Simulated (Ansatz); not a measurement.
```yaml
crystal:
  periodic: [false, false, false]
  atoms:
    - {symbol: N, position_ang: [-1.320202, 0.490046, -0.966881]}
    - {symbol: B, position_ang: [-0.427538, 0.215858, -0.346804]}
    - {symbol: C, position_ang: [0.497054, -0.965042, 0.370802]}
    - {symbol: Si, position_ang: [1.213369, 0.541640, 0.782482]}
    - {symbol: H, position_ang: [-1.731334, 1.392460, -1.262167]}
    - {symbol: H, position_ang: [-2.075614, -0.262845, -1.412814]}
    - {symbol: H, position_ang: [-0.098670, -1.530926, 1.112303]}
    - {symbol: H, position_ang: [1.021059, -1.782615, -0.309123]}
    - {symbol: H, position_ang: [0.951178, 0.978243, 2.248543]}
    - {symbol: H, position_ang: [2.505880, 0.943206, 0.238585]}
basis:
  gaussian: {orbitals: "6-31G*"}
magnetization: {spin_polarized: true, initial_magnetization: 1}
hamiltonian: {xc: {name: wPBEh}}
accuracy: high
```

```sh
$ ansatz run in.yaml --threads 2 --pin off --events-out ev --progress --plain --max-ram 4352MiB
```

It prints (some lines left out):

```
Error: a molecule whose nuclei and cores have a total charge of 38 cannot have a net charge of 0 together with 1 unpaired electrons
```

Problem. What is wrong with this run?

Solution. The number of unpaired electrons doesn't fit the electron count. The input was rejected before any iteration.
